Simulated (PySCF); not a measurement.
Species: C₅H₆O₃S (charge -1 and doublet state).
Structure used (GFN2-xTB), in Å, numbered top down from 1:
```xyz
15
C5H6O3S angstrom
C      1.647    0.061    0.609
C      0.756   -0.096   -0.393
S      1.296   -0.025   -2.130
O      2.779    0.028   -2.143
C     -0.643   -0.313   -0.452
O     -1.202   -0.360   -1.585
C     -1.441   -0.457    0.836
C     -1.637    1.003    1.061
O     -1.012    1.699    1.857
H      1.353    0.113    1.641
H      2.686    0.200    0.364
H      1.013   -1.398   -2.325
H     -2.376   -0.985    0.647
H     -0.861   -0.924    1.630
H     -2.362    1.461    0.362
```

The hyperfine couplings belong to this conformer and change with its torsions.

As a line formula: `C=C([SH]=O)[C]([O-])CC=O` [radical] (charge -1).

The calculation used UKS B3LYP, pcH-1 on C H O S, non-relativistic, mean-field spin-orbit, GIAO in PySCF. Whether the extra electron is bound in the gas phase wasn't checked; a finite basis holds it in any case. A GFN2-xTB geometry isn't a minimum of the functional, and hyperfine couplings can be far from their values at a DFT geometry, by a factor of two or more for some ions and for spin on atoms past the first row. Stability of the SCF solution: not tested.

Question: Give the principal g shifts and their parts.

Answer: 
```tsv
Δg (ppm)	1	2	3
relativistic mass correction	-208	-208	-208
gauge correction	-11	24	43
orbital Zeeman/spin–orbit	800	2186	4059
total	581	2001	3894
```

So g = 2.00290, 2.00432, 2.00621 and g_iso = 2.00448; the tensor is rhombic: the two nearest values differ by 43 % of g3 − g1. Axes: g3 points within 2° of the C1–C2 bond.

Question: How much does each term add to the isotropic shift?

Answer: The orbital-Zeeman/spin–orbit term 2348, the mass correction -208 and the gauge correction 19 ppm, for a total of 2159 ppm. The orbital-Zeeman/spin–orbit term is the largest in size. The mass correction is the same along every axis, so the anisotropy comes from the other two: their spans along these axes are 55 (gauge) and 3258 ppm (orbital Zeeman/spin–orbit).

Question: What are the electron Larmor frequencies g μB B/h along the three axes at 1200 mT?

Answer: 33.6397, 33.6636, 33.6953 GHz for g1, g2 and g3, a range of 55.6 MHz.

Question: In a frozen sample, at which fields do the three g values resonate at 9.5, 34, 94 and 263 GHz (hyperfine left aside), and which band first spreads them over more than twice a line width of 0.3 mT?

Answer: 
| band | GHz | B(g3) mT | B(g2) mT | B(g1) mT | spread mT |
| --- | --- | --- | --- | --- | --- |
| X | 9.5 | 338.33 | 338.65 | 338.89 | 0.56 |
| Q | 34.0 | 1210.85 | 1211.99 | 1212.85 | 2.00 |
| W | 94.0 | 3347.64 | 3350.80 | 3353.18 | 5.54 |
| J | 263.0 | 9366.28 | 9375.12 | 9381.77 | 15.49 |

The spread grows in proportion to the frequency. Q band is the first where it exceeds 0.6 mT.

The largest Mulliken spin populations are on C1 (+0.47), O6 (+0.25), C5 (+0.24) and C8 (+0.10). Three atoms exceed +0.15.

The HOMO–LUMO gaps are 2.80 eV among the α and 4.48 eV among the β orbitals.

The SMILES draws the unpaired electron on C5; the largest computed Mulliken spin population is on C1 (0.47 against 0.24).
